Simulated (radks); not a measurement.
Question: Radial electron density D(r) = 4 pi r^2 rho(r) of an atom or ion with 18 electrons. Method: scalar-relativistic Kohn-Sham, r2SCAN, spin-polarised, spherical densities, finite nucleus; meta-GGA in the generalised Kohn-Sham scheme; Fermi nuclear charge, rms radius of each element as measured or else 0.836 A^(1/3) + 0.57 fm; computed with a radial shooting solver on a logarithmic mesh with Libxc functionals.

```
   r/bohr * D(r) (the largest magnitude, 94, reaches the edge; | marks zero)
 0.001198 | *
 0.001329 |  *
 0.001487 |  *
 0.001663 |   *
 0.001845 |   *
 0.002064 |    *
  0.00229 |     *
 0.002562 |      *
 0.002865 |        *
 0.003179 |         *
 0.003556 |           *
 0.003946 |             *
 0.004413 |               *
 0.004936 |                  *
 0.005477 |                    *
 0.006127 |                       *
 0.006798 |                          *
 0.007604 |                             *
 0.008505 |                                *
 0.009437 |                                   *
  0.01056 |                                     *
  0.01171 |                                        *
   0.0131 |                                          *
  0.01465 |                                           *
  0.01626 |                                            *
  0.01819 |                                            *
  0.02018 |                                           *
  0.02257 |                                          *
  0.02525 |                                         *
  0.02801 |                                       *
  0.03133 |                                      *
  0.03505 |                                       *
  0.03889 |                                        *
  0.04349 |                                          *
  0.04826 |                                             *
  0.05398 |                                                 *
  0.06038 |                                                    *
    0.067 |                                                      *
  0.07494 |                                                      *
  0.08315 |                                                   *
    0.093 |                                              *
    0.104 |                                       *
   0.1154 |                               *
   0.1291 |                         *
   0.1433 |                     *
   0.1602 |                   *
   0.1792 |                    *
   0.1989 |                      *
   0.2224 |                        *
   0.2468 |                       *
   0.2761 |                    *
   0.3088 |               *
   0.3426 |          *
   0.3832 |     *
   0.4252 |  *
   0.4756 |*
    0.532 *
   0.5903 *
   0.6603 *
   0.7326 *
   0.8195 *
```

What is the nuclear charge?

Answer: Z = 58. The innermost maximum, from 1s, lies near gamma/Z bohr with gamma = sqrt(1 - (Z/c)^2) = 0.906, here 0.0156 bohr (found: 0.0172), and its height grows with Z. The density is that of the cerium ion Ce40+ in [Ar]; the configuration itself is not fixed sharply by these data, and Z only to a few units. D(r) has 3 maxima, at r = 0.0172, 0.0703, 0.226 bohr, and minima at 0.0331, 0.160 bohr, inside which lie 1.98, 10.40 electrons.
